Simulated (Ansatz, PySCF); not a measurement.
Gas-phase reaction (SMILES): CCCC[Si](Cl)(Cl)Cl [butyl(trichloro)silane] + O (H2O) → O[Si](Cl)(Cl)Cl + CCCC; water cleaves one Si-C bond, a model of a ligand-exchange step.

Each molecule is optimised on its own at B3LYP-D3(BJ)/def2-TZVP (Ansatz, a first-principles code), one conformer each, not searched for the lowest. Cores are frozen in the correlated levels unless marked. No spin-orbit coupling. Non-relativistic. CBS(X,Y): correlation extrapolated as X^-3; Hartree-Fock from the larger set. The bracket is a focal-point correction in the basis named. Thermal terms are rigid-rotor harmonic-oscillator values from B3LYP-D3(BJ) frequencies (Ansatz or PySCF) at 298.15 K and 1 atm. 1 Eh = 627.5095 kcal/mol.

```
species             E, RI-MP2/CBS(cc-pV(T+d)Z,cc-pV(Q+d)Z)+[CCSD(T)-MP2]/cc-pV(T+d)Z (Ansatz) (Eh)  E, PBE/def2-TZVPD (Ansatz) (Eh)  H - E (Eh)
------------------  ------------------------------------------------------------------------------  -------------------------------  ----------
CCCC[Si](Cl)(Cl)Cl                                                                     -1826.21771                      -1827.29004     0.14033
O (H2O)                                                                                  -76.37659                        -76.38111     0.02495
O[Si](Cl)(Cl)Cl                                                                        -1744.38981                      -1745.43276     0.02725
CCCC                                                                                    -158.23877                       -158.27138     0.13834
```

Problem. Work out ΔE and ΔH at 298.15 K at the first level, then ΔH at the second.

Solution. 
1. ΔE = [(-1744.38981) + (-158.23877)] - [(-1826.21771) + (-76.37659)] = -0.03428 Eh = -21.5 kcal/mol at RI-MP2/CBS(cc-pV(T+d)Z,cc-pV(Q+d)Z)+[CCSD(T)-MP2]/cc-pV(T+d)Z.
2. The terms H - E add up to 0.00031 Eh, so ΔH = (-0.03428 + (0.00031))×627.5095 = -21.3 kcal/mol.
3. At PBE/def2-TZVPD the same steps give ΔE = -20.7 and ΔH = -20.5 kcal/mol, a shift of +0.8 from the first level.
4. These values are not checked against measurement here, since the tables used lack a sound gas-phase enthalpy of formation for at least one species.
